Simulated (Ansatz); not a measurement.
`C[O][GeH2][SeH]`. Charge 0, multiplicity 1. Geometry: relaxed with PBE0-D4/def2-TZVP. It is one conformer, not always the lowest.

```xyz
10

C     0.287    0.374    1.534
O     0.176    1.006    0.280
Ge    0.347    0.030   -1.191
Se   -1.270   -1.678   -1.274
H     0.139    1.133    2.305
H    -0.471   -0.407    1.666
H     1.277   -0.076    1.680
H     1.701   -0.702   -1.179
H     0.176    1.039   -2.329
H    -2.361   -0.720   -1.491
```

(1) What is the dipole moment at PBE/def2-TZVPP? (Estimate.)

(2) And with r2SCAN, B3LYP, ωB97M-V? (Best estimate.)

(3) Give the Mulliken charges with PBE, r2SCAN, B3LYP in def2-TZVPP. (An estimate is asked.)

## Answers

(1) Computed: 0.37 D, with components (0.35, -0.01, 0.13) D in this frame, pointing from negative to positive charge.

(2) Ansatz gave: r2SCAN 0.39 D, B3LYP 0.41 D, ωB97M-V 0.43 D.

(3) The calculation gave: 
| atom | PBE | r2SCAN | B3LYP |
| --- | --- | --- | --- |
| C1 | -0.13 | 0.01 | -0.12 |
| O2 | -0.34 | -0.41 | -0.41 |
| Ge3 | 0.37 | 0.42 | 0.41 |
| Se4 | -0.25 | -0.28 | -0.25 |
| H5 | 0.10 | 0.06 | 0.11 |
| H6 | 0.10 | 0.07 | 0.10 |
| H7 | 0.09 | 0.05 | 0.09 |
| H8 | -0.01 | -0.01 | -0.01 |
| H9 | 0.01 | 0.01 | 0.02 |
| H10 | 0.07 | 0.08 | 0.06 |

B3LYP here is the variant with VWN-RPA as its local correlation; programs differ in this.
